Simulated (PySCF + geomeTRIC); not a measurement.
All values below come from BP86-D3(BJ)/def2-SVP in PySCF + geomeTRIC. fastk is a local helper that only speeds up exchange builds. No frequencies were computed at this level.

```python
import json, numpy as np
from pyscf import gto, dft
from fastk import lowrank_exchange
atoms = """
W     -0.037647    -0.054179     0.049454
F      1.786577    -0.170551    -0.143631
F      0.134913     1.530770     1.019170
F      0.030455     0.915020    -1.543599
F      0.236335    -1.038013     1.611049
F     -0.262166    -1.636304    -0.915725
N     -1.994824     0.065769     0.251193
H     -2.527986     0.794742     0.730574
H     -2.694209    -0.588702    -0.105686
"""
def scf(charge, spin, dm0=None):
    mol = gto.M(atom=atoms, basis='def2-svp', ecp={'W': 'def2-svp'}, charge=charge, spin=spin, verbose=3, max_memory=10080)
    mf = dft.KS(mol, xc='bp86').density_fit(auxbasis="def2-universal-jkfit")
    mf.disp = 'd3bj'
    mf.grids.level = 3
    mf.conv_tol = 1e-8
    mf.max_cycle = 120
    mf.level_shift = 0.25
    mf.kernel(dm0)
    if not mf.converged:
        mf = mf.newton().run(mf.mo_coeff, mf.mo_occ).undo_soscf()
    return mf
mf = scf(0, 0)
from pyscf.geomopt.geometric_solver import kernel as optimize
path = []
done, mol = optimize(mf, maxsteps=120, assert_convergence=False, callback=lambda env: path.append((env["energy"], bool(env["g_scanner"].converged))))
res = dict(converged=bool(done and path[-1][1]), energy=path[-1][0], path=[e for e, c in path], xyz=mol.atom_coords(unit="Angstrom").tolist(), nao=mol.nao)
json.dump(res, open("result.json", "w"))
```

Output:

```
converged SCF energy = -622.234066738305
Geometry optimization cycle 1
converged SCF energy = -622.234066730457
cycle 1: E = -622.23406673  dE = -622.234  norm(grad) = 0.0469125
Geometry optimization cycle 2
converged SCF energy = -622.237177423788
cycle 2: E = -622.237177424  dE = -0.00311069  norm(grad) = 0.0245077
Geometry optimization cycle 3
converged SCF energy = -622.236342166975
cycle 3: E = -622.236342167  dE = 0.000835257  norm(grad) = 0.030601
Geometry optimization cycle 4
converged SCF energy = -622.238326098367
cycle 4: E = -622.238326098  dE = -0.00198393  norm(grad) = 0.0179736
Geometry optimization cycle 5
converged SCF energy = -622.238010693594
cycle 5: E = -622.238010694  dE = 0.000315405  norm(grad) = 0.0118122
Geometry optimization cycle 6
converged SCF energy = -622.238856576031
cycle 6: E = -622.238856576  dE = -0.000845882  norm(grad) = 0.00515701
Geometry optimization cycle 7
converged SCF energy = -622.23900210181
cycle 7: E = -622.239002102  dE = -0.000145526  norm(grad) = 0.00239276
Geometry optimization cycle 8
converged SCF energy = -622.238994678089
cycle 8: E = -622.238994678  dE = 7.42372e-06  norm(grad) = 0.00286906
Geometry optimization cycle 9
converged SCF energy = -622.239051009422
cycle 9: E = -622.239051009  dE = -5.63313e-05  norm(grad) = 0.00134568
Geometry optimization cycle 10
converged SCF energy = -622.239060251886
cycle 10: E = -622.239060252  dE = -9.24246e-06  norm(grad) = 0.000497777
Geometry optimization cycle 11
converged SCF energy = -622.239079006685
cycle 11: E = -622.239079007  dE = -1.87548e-05  norm(grad) = 0.00248519
Geometry optimization cycle 12
converged SCF energy = -622.239092757342
cycle 12: E = -622.239092757  dE = -1.37507e-05  norm(grad) = 0.00279128
Geometry optimization cycle 13
converged SCF energy = -622.239112462104
cycle 13: E = -622.239112462  dE = -1.97048e-05  norm(grad) = 0.00126632
Geometry optimization cycle 14
converged SCF energy = -622.239119261603
cycle 14: E = -622.239119262  dE = -6.7995e-06  norm(grad) = 0.000498381
Geometry optimization cycle 15
converged SCF energy = -622.239122581753
cycle 15: E = -622.239122582  dE = -3.32015e-06  norm(grad) = 0.000801556
Geometry optimization cycle 16
converged SCF energy = -622.239126796873
cycle 16: E = -622.239126797  dE = -4.21512e-06  norm(grad) = 0.00153893
Geometry optimization cycle 17
converged SCF energy = -622.239128776543
cycle 17: E = -622.239128777  dE = -1.97967e-06  norm(grad) = 0.0019351
Geometry optimization cycle 18
converged SCF energy = -622.239135469221
cycle 18: E = -622.239135469  dE = -6.69268e-06  norm(grad) = 0.00152309
Geometry optimization cycle 19
converged SCF energy = -622.239141927359
cycle 19: E = -622.239141927  dE = -6.45814e-06  norm(grad) = 0.000745723
Geometry optimization cycle 20
converged SCF energy = -622.239144152069
cycle 20: E = -622.239144152  dE = -2.22471e-06  norm(grad) = 0.000484278
Geometry optimization cycle 21
converged SCF energy = -622.239144645384
cycle 21: E = -622.239144645  dE = -4.93316e-07  norm(grad) = 0.000585787
Geometry optimization cycle 22
converged SCF energy = -622.239145620336
cycle 22: E = -622.23914562  dE = -9.74951e-07  norm(grad) = 0.000496372
Geometry optimization cycle 23
converged SCF energy = -622.239146498269
cycle 23: E = -622.239146498  dE = -8.77933e-07  norm(grad) = 0.000372461
<class 'geometric.internal.Distance'> : 8
<class 'geometric.internal.Angle'> : 5
<class 'geometric.internal.LinearAngle'> : 6
<class 'geometric.internal.OutOfPlane'> : 13
<class 'geometric.internal.Dihedral'> : 8
<class 'geometric.internal.TranslationX'> : 1
<class 'geometric.internal.TranslationY'> : 1
<class 'geometric.internal.TranslationZ'> : 1
<class 'geometric.internal.RotationA'> : 1
<class 'geometric.internal.RotationB'> : 1
<class 'geometric.internal.RotationC'> : 1
Step    0 : Gradient = 1.564e-02/3.394e-02 (rms/max) Energy = -622.2340667305
Step    1 : Displace = 6.461e-02/1.342e-01 (rms/max) Trust = 1.000e-01 (=) Grad = 8.169e-03/1.690e-02 (rms/max) E (change) = -622.2371774238 (-3.111e-03) Quality = 0.677
Step    2 : Displace = 7.539e-02/1.356e-01 (rms/max) Trust = 1.000e-01 (=) Grad = 1.020e-02/2.177e-02 (rms/max) E (change) = -622.2363421670 (+8.353e-04) Quality = -0.488
Step    3 : Displace = 3.417e-02/4.659e-02 (rms/max) Trust = 3.769e-02 (-) Grad = 5.991e-03/1.421e-02 (rms/max) E (change) = -622.2383260984 (-1.984e-03) Quality = 0.984
Step    4 : Displace = 4.697e-02/9.965e-02 (rms/max) Trust = 5.331e-02 (+) Grad = 3.937e-03/5.934e-03 (rms/max) E (change) = -622.2380106936 (+3.154e-04) Quality = -0.397
Step    5 : Displace = 2.365e-02/3.409e-02 (rms/max) Trust = 2.349e-02 (-) Grad = 1.719e-03/2.653e-03 (rms/max) E (change) = -622.2388565760 (-8.459e-04) Quality = 0.916
Step    6 : Displace = 1.527e-02/3.163e-02 (rms/max) Trust = 3.321e-02 (+) Grad = 7.976e-04/1.224e-03 (rms/max) E (change) = -622.2390021018 (-1.455e-04) Quality = 0.884
Step    7 : Displace = 1.452e-02/2.611e-02 (rms/max) Trust = 4.697e-02 (+) Grad = 9.564e-04/1.426e-03 (rms/max) E (change) = -622.2389946781 (+7.424e-06) Quality = -0.100
Step    8 : Displace = 7.488e-03/1.333e-02 (rms/max) Trust = 7.262e-03 (-) Grad = 4.486e-04/1.058e-03 (rms/max) E (change) = -622.2390510094 (-5.633e-05) Quality = 1.032
Step    9 : Displace = 1.755e-03/2.757e-03 (rms/max) Trust = 1.027e-02 (+) Grad = 1.659e-04/3.307e-04 (rms/max) E (change) = -622.2390602519 (-9.242e-06) Quality = 1.007
Step   10 : Displace = 4.871e-03/6.952e-03 (rms/max) Trust = 1.452e-02 (+) Grad = 8.284e-04/1.868e-03 (rms/max) E (change) = -622.2390790067 (-1.875e-05) Quality = 0.557
Step   11 : Displace = 3.030e-03/5.928e-03 (rms/max) Trust = 1.452e-02 (=) Grad = 9.304e-04/2.159e-03 (rms/max) E (change) = -622.2390927573 (-1.375e-05) Quality = 0.625
Step   12 : Displace = 3.151e-03/6.204e-03 (rms/max) Trust = 1.452e-02 (=) Grad = 4.221e-04/1.076e-03 (rms/max) E (change) = -622.2391124621 (-1.970e-05) Quality = 1.346
Step   13 : Displace = 2.549e-03/3.866e-03 (rms/max) Trust = 2.054e-02 (+) Grad = 1.661e-04/3.117e-04 (rms/max) E (change) = -622.2391192616 (-6.799e-06) Quality = 0.967
Step   14 : Displace = 1.774e-03/2.814e-03 (rms/max) Trust = 2.905e-02 (+) Grad = 2.672e-04/5.819e-04 (rms/max) E (change) = -622.2391225818 (-3.320e-06) Quality = 0.933
Step   15 : Displace = 3.810e-03/6.569e-03 (rms/max) Trust = 4.108e-02 (+) Grad = 5.130e-04/1.346e-03 (rms/max) E (change) = -622.2391267969 (-4.215e-06) Quality = 0.495
Step   16 : Displace = 5.242e-03/9.172e-03 (rms/max) Trust = 4.108e-02 (=) Grad = 6.450e-04/1.672e-03 (rms/max) E (change) = -622.2391287765 (-1.980e-06) Quality = 0.169
Step   17 : Displace = 2.728e-03/5.131e-03 (rms/max) Trust = 2.621e-03 (-) Grad = 5.077e-04/1.333e-03 (rms/max) E (change) = -622.2391354692 (-6.693e-06) Quality = 0.623
Step   18 : Displace = 2.436e-03/3.787e-03 (rms/max) Trust = 2.621e-03 (=) Grad = 2.486e-04/6.051e-04 (rms/max) E (change) = -622.2391419274 (-6.458e-06) Quality = 0.652
Step   19 : Displace = 2.629e-03/5.048e-03 (rms/max) Trust = 2.621e-03 (=) Grad = 1.614e-04/3.197e-04 (rms/max) E (change) = -622.2391441521 (-2.225e-06) Quality = 0.257
Step   20 : Displace = 2.820e-03/5.894e-03 (rms/max) Trust = 2.621e-03 (=) Grad = 1.953e-04/4.197e-04 (rms/max) E (change) = -622.2391446454 (-4.933e-07) Quality = 0.051
Step   21 : Displace = 1.364e-03/2.660e-03 (rms/max) Trust = 1.310e-03 (-) Grad = 1.655e-04/3.436e-04 (rms/max) E (change) = -622.2391456203 (-9.750e-07) Quality = 0.211
Step   22 : Displace = 6.784e-04/1.253e-03 (rms/max) Trust = 6.552e-04 (-) Grad = 1.242e-04/2.110e-04 (rms/max) E (change) = -622.2391464983 (-8.779e-07) Quality = 0.387
Converged! =D
```

Cost: very roughly 13 core-minutes.
